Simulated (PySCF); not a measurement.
C2H6OSe, singlet, at a GFN2-xTB geometry; PySCF with CASSCF(4,4)/STO-3G.

Here is a job for PySCF.
```python
from pyscf import gto, scf, mcscf
import numpy

mol = gto.Mole()
mol.atom = '''
    Se    0.496052    0.016187    0.550162
    C    -0.829157   -1.045282   -0.451127
    C    -2.061326   -0.247932   -0.827993
    H    -1.075337   -1.879412    0.206370
    H    -0.310443   -1.422929   -1.332827
    H    -1.792335    0.588288   -1.470646
    H    -2.557795    0.140135    0.059356
    H    -2.763618   -0.879799   -1.369302
    O     1.042858    1.088541   -0.800829
    H     0.633804    1.954325   -0.717118
'''
mol.basis = 'sto-3g'
mol.charge = 0
mol.spin = 0
mol.verbose = 4
mol.build()

mf = scf.RHF(mol)
mf.kernel()
mc = mcscf.CASSCF(mf, 4, 4)
mc.fix_spin_(ss=0.0)
mc.kernel()
occ = numpy.linalg.eigvalsh(mc.fcisolver.make_rdm1(mc.ci, mc.ncas, mc.nelecas))[::-1]
ss = mc.fcisolver.spin_square(mc.ci, mc.ncas, mc.nelecas)[0]
print('natural occupations', occ.round(4), ' <S^2>', round(ss, 4))
```

Output, abridged:

```
PySCF version 2.14.0

[INPUT] verbose = 4
[INPUT] num. atoms = 10
[INPUT] num. electrons = 60
[INPUT] charge = 0
[INPUT] spin (= nelec alpha-beta = 2S) = 0
[INPUT] symmetry False subgroup None
[INPUT] Mole.unit = angstrom
[INPUT] Symbol           X                Y                Z      unit          X                Y                Z       unit  Magmom
[...]
nuclear repulsion = 276.089725613652
number of shells = 23
number of NR pGTOs = 117
number of NR cGTOs = 39
basis = sto-3g
ecp = {}

******** <class 'pyscf.scf.hf.RHF'> ********
method = RHF
initial guess = minao
damping factor = 0
level_shift factor = 0
DIIS = <class 'pyscf.scf.diis.CDIIS'>
diis_start_cycle = 1
diis_space = 8
diis_damp = 0
SCF conv_tol = 1e-09
SCF conv_tol_grad = None
SCF max_cycles = 50
direct_scf = True
direct_scf_tol = 1e-13
Set gradient conv threshold to 3.16228e-05
Initial guess from minao.
init E= -2522.54083597405
[...]
cycle= 1 E= -2525.578517582  delta_E= -3.04  |g|= 0.434  |ddm|= 3.79
[...]
cycle= 2 E= -2525.66577383706  delta_E= -0.0873  |g|= 0.122  |ddm|= 0.868
[...]
cycle= 3 E= -2525.67124584457  delta_E= -0.00547  |g|= 0.0295  |ddm|= 0.204
[...]
cycle= 4 E= -2525.67171728168  delta_E= -0.000471  |g|= 0.00466  |ddm|= 0.0635
[...]
cycle= 5 E= -2525.67172981882  delta_E= -1.25e-05  |g|= 0.00105  |ddm|= 0.0103
[...]
cycle= 6 E= -2525.67173053158  delta_E= -7.13e-07  |g|= 0.000315  |ddm|= 0.00227
[...]
cycle= 7 E= -2525.67173061438  delta_E= -8.28e-08  |g|= 6.89e-05  |ddm|= 0.000948
[...]
cycle= 8 E= -2525.67173062018  delta_E= -5.8e-09  |g|= 2.52e-05  |ddm|= 0.000263
[...]
cycle= 9 E= -2525.67173062108  delta_E= -9e-10  |g|= 8.02e-06  |ddm|= 0.000113
[...]
Extra cycle  E= -2525.67173062113  delta_E= -4.82e-11  |g|= 4.41e-06  |ddm|= 1.98e-05
converged SCF energy = -2525.67173062113

******** <class 'pyscf.mcscf.mc1step.CASSCF'> ********
CAS (2e+2e, 4o), ncore = 28, nvir = 7
max_cycle_macro = 50
max_cycle_micro = 4
conv_tol = 1e-07
conv_tol_grad = None
orbital rotation max_stepsize = 0.02
orbital rotation threshold for CI restart = 0.01
augmented hessian ah_max_cycle = 30
augmented hessian ah_conv_tol = 1e-12
augmented hessian ah_linear dependence = 1e-14
augmented hessian ah_level shift = 1e-08
augmented hessian ah_start_tol = 2.5
augmented hessian ah_start_cycle = 3
augmented hessian ah_grad_trust_region = 3
kf_trust_region = 3
kf_interval = 4
ci_response_space = 4
ci_grad_trust_region = 3
with_dep4 0
natorb = False
canonicalization = True
sorting_mo_energy = False
[...]
CASCI E = -2525.67953853138  S^2 = 0.0000000
[...]
macro iter   5 ( 21 JK    4 micro), CASSCF E = -2525.71654236568  dE = -3.70551554e-03  S^2 = 0.0000000
               |grad[o]|=0.0121  |grad[c]|=0.0107  |ddm|= 0.01  |maxRot[o]|=0.159
macro iter   6 ( 16 JK    4 micro), CASSCF E = -2525.71683087496  dE = -2.88509284e-04  S^2 = 0.0000000
               |grad[o]|=0.00559  |grad[c]|=0.0106  |ddm|=0.00825  |maxRot[o]|=0.0413
macro iter   7 ( 17 JK    4 micro), CASSCF E = -2525.71698444803  dE = -1.53573070e-04  S^2 = 0.0000000
               |grad[o]|=0.00449  |grad[c]|=0.00641  |ddm|=0.00301  |maxRot[o]|=0.0471
macro iter   8 ( 17 JK    4 micro), CASSCF E = -2525.71701756851  dE = -3.31204778e-05  S^2 = 0.0000000
               |grad[o]|=0.00376  |grad[c]|=0.00439  |ddm|=0.00259  |maxRot[o]|=0.0216
macro iter   9 ( 16 JK    4 micro), CASSCF E = -2525.71716506452  dE = -1.47496009e-04  S^2 = 0.0000000
               |grad[o]|=0.00346  |grad[c]|=0.00375  |ddm|=0.00177  |maxRot[o]|= 0.02
macro iter  10 ( 13 JK    4 micro), CASSCF E = -2525.71719475044  dE = -2.96859234e-05  S^2 = 0.0000000
               |grad[o]|=0.00242  |grad[c]|=0.00251  |ddm|=0.00226  |maxRot[o]|=0.00515
macro iter  11 ( 13 JK    4 micro), CASSCF E = -2525.71719754775  dE = -2.79730375e-06  S^2 = 0.0000000
               |grad[o]|=0.00217  |grad[c]|=0.00238  |ddm|=0.00197  |maxRot[o]|=0.00186
macro iter  12 ( 13 JK    4 micro), CASSCF E = -2525.71719584351  dE =  1.70423255e-06  S^2 = 0.0000000
               |grad[o]|=0.00215  |grad[c]|=0.00238  |ddm|=0.0019  |maxRot[o]|=0.00109
macro iter  13 ( 11 JK    3 micro), CASSCF E = -2525.71728704016  dE = -9.11966454e-05  S^2 = 0.0000000
               |grad[o]|=0.00217  |grad[c]|=0.000432  |ddm|=0.0011  |maxRot[o]|=0.0229
macro iter  14 (  4 JK    1 micro), CASSCF E = -2525.71731478303  dE = -2.77428685e-05  S^2 = 0.0000000
               |grad[o]|=0.00103  |grad[c]|=0.00116  |ddm|=0.000862  |maxRot[o]|=0.0207
macro iter  15 (  3 JK    1 micro), CASSCF E = -2525.71731487182  dE = -8.87935130e-08  S^2 = 0.0000000
               |grad[o]|=0.000158  |grad[c]|=9.28e-05  |ddm|=0.0001  |maxRot[o]|=0.00102
1-step CASSCF converged in  15 macro (228 JK  53 micro) steps
CASSCF canonicalization
Density matrix diagonal elements [1.95842524 1.94934808 0.05343899 0.03878768]
CASSCF energy = -2525.71731487182
CASCI E = -2525.71731487182  E(CI) = -3.98544989432730  S^2 = 0.0000000
natural occupations [1.9646 1.9435 0.0566 0.0354]  <S^2> 0.0
```
